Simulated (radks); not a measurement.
The numbers below are computed, except where a source is named.
Polarisability of the selenium ion Se2+, [Ar] 3d10 4s2 4p2, at imaginary frequency. Code: a radial shooting solver on a logarithmic mesh with Libxc functionals. Model: scalar-relativistic Kohn-Sham, exchange-only LDA, spin-unpolarised, spherical densities, finite nucleus; Fermi nuclear charge, rms radius 4.14 fm. Response by self-consistent Sternheimer equations with the Hartree and adiabatic exchange-only LDA kernel, the relativistic mass of each level held fixed and spin-orbit coupling left out.

| w (hartree) | alpha1(iw) (bohr^3) |
|---|---|
| 0.00266 | 9.464 |
| 0.0143 | 9.459 |
| 0.0360 | 9.432 |
| 0.0697 | 9.345 |
| 0.118 | 9.132 |
| 0.186 | 8.686 |
| 0.280 | 7.878 |
| 0.413 | 6.623 |
| 0.605 | 5.014 |
| 0.892 | 3.361 |
| 1.35 | 2.005 |
| 2.12 | 1.087 |
| 3.59 | 0.5384 |
| 6.94 | 0.2239 |
| 17.5 | 0.05628 |

Static values: alpha1 = 9.464 bohr^3 (1.402 angstrom^3; uncoupled 15.20). C6 = 44.81, triple-dipole C9 = 306.1 atomic units. One-pole (London) frequency 4 C6 / (3 alpha1^2) = 0.667 hartree, against 0.895 for minus the highest occupied eigenvalue.
